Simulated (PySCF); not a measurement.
**Diatomic cations of Cs with the fourth-period p block**

MP2 with double-zeta basis sets in PySCF, for the lowest determinant that a PBE0 search found; no spin–orbit coupling. De refers to high-spin ground-configuration atoms (the charge goes to the atom of lower measured ionisation energy or higher electron affinity, which is not always the lowest computed limit).

```csv
M,basis,"reference, frozen orbitals",charged atom,state (unpaired electrons),Re (Å),ωe (cm⁻¹),De (eV)
Ga,def2-SVP,"UHF, 9",Cs+,doublet (σ ↑),4.354,47.3,0.36
As,def2-SVP,"UHF, 9",Cs+,"quartet (σ ↑, π ↑↑)",4.087,40.3,0.12
Se,def2-SVP,"UHF, 9",Cs+,triplet (π ↑↑),3.913,58.0,0.30
Br,def2-SVP,"UHF, 9",Cs+,doublet (π ↑),3.844,53.9,0.21
```

The shortest bond is that of CsBr⁺ (3.844 Å), the longest that of CsGa⁺ (4.354 Å).

The state changes along the series, so neighbouring rows are not always alike in their bonding.

Correlated steps freeze 9 core orbitals. Weak bonds: CsAs⁺, CsBr⁺, CsGa⁺, CsSe⁺. Basis-set superposition, not corrected here, can be much of De in a small basis, most of all at correlated wavefunction levels. These are scalar-relativistic numbers at best; spin–orbit coupling would shift them, the dissociation energy most. For an ion De counts to the pair picked by the measured ionisation energies or electron affinities, which need not be the lowest pair at this level. States were picked by a PBE0 search and need not be the measured ground states.
